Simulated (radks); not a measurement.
Values are calculated unless marked as measured or tabulated.
Species: Tb2+. Configuration: [Xe] 4f8 6s1 (not the ground configuration). Level of theory: scalar-relativistic Kohn-Sham, BLYP, spin-polarised, spherical densities, finite nucleus; open shells are filled with parallel spins first (spin-orbit coupling, left out, can overturn this in heavy ions); Fermi nuclear charge, rms radius 5.06 fm (a radial shooting solver on a logarithmic mesh with Libxc functionals).

Local quantities along the radius. ELF = 1/(1 + alpha^2) is the electron localisation function; alpha = (tau - tau_W)/tau_unif compares the Pauli kinetic energy density with that of the uniform gas (summed over spins); 4 pi r^2 rho is in e/bohr; r v_xc is r times the local exchange-correlation potential of spin up (hartree bohr); s = |grad rho|/(2 (3 pi^2)^(1/3) rho^(4/3)) is the reduced gradient. tau is taken from the large components.

r (bohr),ELF,alpha,4 pi r^2 rho,r v_xc,s
0.001214,0.999,0.02433,6.018,-0.1299,0.7692
0.001632,0.999,0.02571,9.596,-0.1506,0.6796
0.002211,0.999,0.02828,15.19,-0.1788,0.6157
0.002997,0.999,0.03270,23.41,-0.2151,0.5754
0.004062,0.998,0.04024,34.78,-0.2598,0.5557
0.005461,0.997,0.05316,48.80,-0.3108,0.5551
0.007401,0.994,0.07817,64.79,-0.3688,0.5741
0.01003,0.983,0.1304,78.99,-0.4276,0.6141
0.01359,0.940,0.2520,86.59,-0.4798,0.6725
0.01828,0.775,0.5395,84.87,-0.5171,0.7218
0.02477,0.444,1.119,78.15,-0.5426,0.6701
0.03357,0.333,1.415,79.34,-0.5846,0.4351
0.0455,0.544,0.9157,96.87,-0.7134,0.2814
0.06117,0.736,0.5982,114.6,-0.8484,0.3451
0.0829,0.643,0.7452,107.5,-0.9038,0.4763
0.1124,0.352,1.356,88.10,-0.9015,0.4105
0.1523,0.511,0.9778,95.35,-1.056,0.2149
0.2047,0.741,0.5907,99.56,-1.213,0.3587
0.2775,0.471,1.060,62.74,-1.129,0.6005
0.376,0.282,1.594,44.00,-1.101,0.2395
0.5096,0.706,0.6447,52.30,-1.396,0.2598
0.6852,0.620,0.7829,37.12,-1.365,0.5271
0.9286,0.336,1.405,18.13,-1.200,0.5961
1.258,0.517,0.9671,11.29,-1.149,0.5372
1.706,0.590,0.8343,5.856,-1.007,0.8773
2.293,0.245,1.756,1.935,-0.7975,1.404
3.108,0.302,1.519,0.6325,-0.6964,1.535
4.212,0.884,0.3623,0.2158,-0.5330,2.538
5.708,0.984,0.1294,0.03219,-0.3470,6.733
7.675,0.988,0.1117,0.001463,-0.2172,25.01

On this mesh the ELF has minima near r = 0.034, 0.11, 0.32, 0.93, 2.7 bohr, which separate the shells, and maxima near 0.061 (0.74), 0.20 (0.74), 0.59 (0.72), 1.5 (0.61).
